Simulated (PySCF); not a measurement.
# How ionic is MTl along group 14?

r²SCAN in PySCF with def2-SVP on every atom (core potentials on Sn, Tl, Pb), for the lowest determinant that a PBE0 search found; no spin–orbit coupling. A negative dipole means M(+)Tl(−).

| M | state (unpaired electrons) | Re (Å) | μ (D) |
| --- | --- | --- | --- |
| C | quartet (σ ↑, π ↑↑) | 2.299 | 3.08 |
| Si | quartet (σ ↑, π ↑↑) | 2.682 | 2.50 |
| Ge | quartet (σ ↑, π ↑↑) | 2.723 | 2.37 |
| Sn | quartet (σ ↑, π ↑↑) | 2.906 | 2.14 |
| Pb | quartet (σ ↑, π ↑↑) | 2.971 | 1.78 |

Task: Give the ionic character |μ|/(e·Re) of each, with 1 e·Å = 4.803 D, and the positive end.

Result: TlC 28 % (Tl positive), TlSi 19 % (Tl positive), TlGe 18 % (Tl positive), TlSn 15 % (Tl positive), TlPb 12 % (Tl positive). Lone pairs and polarisation enter μ too, so this number is only a rough measure of charge transfer.

Spin–orbit coupling is left out, which matters for elements this heavy, above all for dissociation energies. States were picked by a PBE0 search and need not be the measured ground states.
